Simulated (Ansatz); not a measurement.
Mulliken charges of C$_{2}$H$_{6}$SZn (`CS[CH2][ZnH]`) from PBE/def2-TZVPP in Ansatz (PBE0-D4/def2-TZVP geometry).

```csv
atom,x (Å),y (Å),z (Å),charge (e)
C1,-1.354,0.763,-0.150,-0.274
S2,-0.331,0.479,1.297,-0.121
C3,0.672,-0.911,0.716,-0.208
Zn4,1.803,-0.271,-0.745,0.164
H5,-1.960,-0.115,-0.381,0.114
H6,-2.019,1.596,0.080,0.116
H7,-0.757,1.031,-1.028,0.095
H8,1.306,-1.184,1.565,0.119
H9,0.035,-1.773,0.502,0.096
H10,2.688,0.332,-1.853,-0.101
```

By hand: the dipole of these point charges (1 e Å = 4.8032 D).

Σ q r = (-0.075, -0.197, -0.097) e Å, of length 0.232 e Å = 1.11 D.

How does the dipole of the full density compare? (Best estimate.)

The calculation gave: (-0.080, -0.192, -0.160) e Å, 1.26 D; the point charges give 0.88 times that, at 13° from its direction.

Point charges leave out the atoms' own dipoles, such as those of lone pairs, and Mulliken's split depends on the basis, so the close match here is no proof of good charges.
